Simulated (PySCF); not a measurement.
Working out the ionisation energy of Ga

Ga [Ar] 3d10 4s2 4p1 (2P) → Ga⁺ [Ar] 3d10 4s2 (1S). Calculation: PySCF 2.14, in def2-TZVPPD (7s5p5d1f, 54 functions); no relativity, point nucleus. Frozen: [Ne]. Energies in hartree (1 hartree = 27.21139 eV):

```tsv
part	Ga (lower)	Ga⁺ (upper)
UHF	-1923.223747	-1923.019846
CCSD correlation	-0.304839	-0.293099
(T)	-0.009653	-0.008665
```

Task: What does Hartree-Fock give?

Result: (-1923.019846) − (-1923.223747) = 0.203901 hartree = 5.548 eV.

Task: What do CCSD and CCSD(T) give?

Result: The CCSD correlation energies differ by 0.011740 hartree = 0.319 eV and the triples by 0.000988 hartree = 0.027 eV, so CCSD gives 5.867 eV and CCSD(T) 5.894 eV.

Measured between the centres of the two terms (NIST): 5.931 eV, so CCSD(T) (valence and next inner shell) is off by -0.037 eV.

The calculation is non-relativistic.

What remains against the reference includes basis incompleteness, the frozen core and higher excitations.
